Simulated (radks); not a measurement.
Valence configurations of Ba+ (all share [Xe]). Calculated with a radial shooting solver on a logarithmic mesh with Libxc functionals: scalar-relativistic Kohn-Sham, r2SCAN, spin-polarised, spherical densities, finite nucleus; open shells are filled with parallel spins first (spin-orbit coupling, left out, can overturn this in heavy ions); meta-GGA in the generalised Kohn-Sham scheme; Fermi nuclear charge, rms radius 4.8378 fm. Energies are relative to 6s1; eigenvalues in eV for spin up.

| valence | E (eV) | moment (Bohr magnetons) | e(4f) | e(5d) | e(6p) | e(6s) |
|---|---|---|---|---|---|---|
| 6s1 | 0.000 | 1 | - | - | - | -7.929 |
| 5d0.5 6s0.5 | 0.443 | 1 | - | -6.506 | - | -7.308 |
| 5d1 | 0.792 | 1 | - | -5.926 | - | - |
| 6s0.5 6p0.5 | 1.347 | 1 | - | - | -5.495 | -8.086 |
| 6p1 | 2.603 | 1 | - | - | -5.718 | - |
| 4f1 | 5.049 | 1 | -2.182 | - | - | - |

NIST lists [Xe] 6s1 as the ground configuration; this level of theory agrees among the configurations tried. The energies are those of spherical high-spin densities, not of single terms.
